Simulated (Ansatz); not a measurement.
Coupled-cluster run, Cl2H3Si2, SMILES `Cl[SiH][SiH2]Cl` radical.

```yaml
crystal:
  periodic: [false, false, false]
  atoms:
    - {symbol: Cl, position_ang: [1.207886, 0.835545, -2.379096]}
    - {symbol: Si, position_ang: [0.658923, 1.167432, -0.419012]}
    - {symbol: Si, position_ang: [-0.196547, -0.811407, 0.480726]}
    - {symbol: Cl, position_ang: [-0.796699, -0.378342, 2.403117]}
    - {symbol: H, position_ang: [-0.305235, 2.302840, -0.399790]}
    - {symbol: H, position_ang: [-1.369844, -1.336880, -0.263332]}
    - {symbol: H, position_ang: [0.862715, -1.847189, 0.531787]}
basis:
  gaussian: {orbitals: def2-TZVPP}
magnetization: {spin_polarized: true, initial_magnetization: 1}
correlation: {method: ccsd_t}
scf: {omitted_lower_state_checks: [cluster_reference]}
output: {orbitals: {seedname: orbitals}}
```

```sh
$ ansatz run in.yaml --threads 4 --pin off --events-out ev --progress --plain
```

The program prints (abridged):

```
Functional definition: HF
1219 factors; integrals over basis functions are off by at most 1.3e-3 eV
mean field evaluation 1: about -40780.6343 eV, gradient 1.3e1 eV
mean field evaluation 2: about -40780.6414 eV, gradient 1.3e1 eV
mean field evaluation 4: about -40782.3042 eV, gradient 2.3e0 eV
mean field evaluation 8: about -40782.3803 eV, gradient 3.8e-3 eV
mean field -40782.38034611 eV, -1498.7248344292 hartree, gradient 7.5e-6 eV, S^2 0.759424; 0 other end points of the search recorded, 0 dependent functions left out
20 core orbitals not correlated: weight in the atoms' cores, before any rotation towards them, 1.000 or more for the frozen orbitals, at most 0.000 for the correlated occupied ones
reference -40782.38034611 eV, -1498.7248344292 hartree; 13, 12 occupied and 177, 178 virtual orbitals, 1219 factors
second order -16.17808393 eV of doubles, -0.00000000 eV of singles
cycle   1  -17.35750290 eV  change    -1.2e0 eV  update   9.0e-2
cycle   2  -17.82484532 eV  change   -4.7e-1 eV  update   2.9e-2
cycle   3  -17.89221070 eV  change   -6.7e-2 eV  update   1.4e-2
cycle   4  -17.88420840 eV  change    8.0e-3 eV  update   5.2e-3
cycle   5  -17.88339899 eV  change    8.1e-4 eV  update   2.3e-3
cycle   6  -17.88391748 eV  change   -5.2e-4 eV  update   1.0e-3
cycle   7  -17.88406804 eV  change   -1.5e-4 eV  update   4.3e-4
cycle   8  -17.88426361 eV  change   -2.0e-4 eV  update   2.0e-4
cycle   9  -17.88427512 eV  change   -1.2e-5 eV  update   8.7e-5
cycle  10  -17.88422210 eV  change    5.3e-5 eV  update   4.4e-5
cycle  11  -17.88423654 eV  change   -1.4e-5 eV  update   2.1e-5
perturbative correction -0.74924485 eV, -0.0275342404 hartree
Total energy: -40801.01382749 eV, -1499.4096022399 hartree
Checks for a lower state left out: cluster_reference
```

Hardware: 4 threads of a server CPU on a shared host. Wall time 53 s, peak host memory 7 GiB.

MP2 recovers 86.8 % of the CCSD(T) correlation energy and the triples give 4.0 %; T1 = 0.0130.
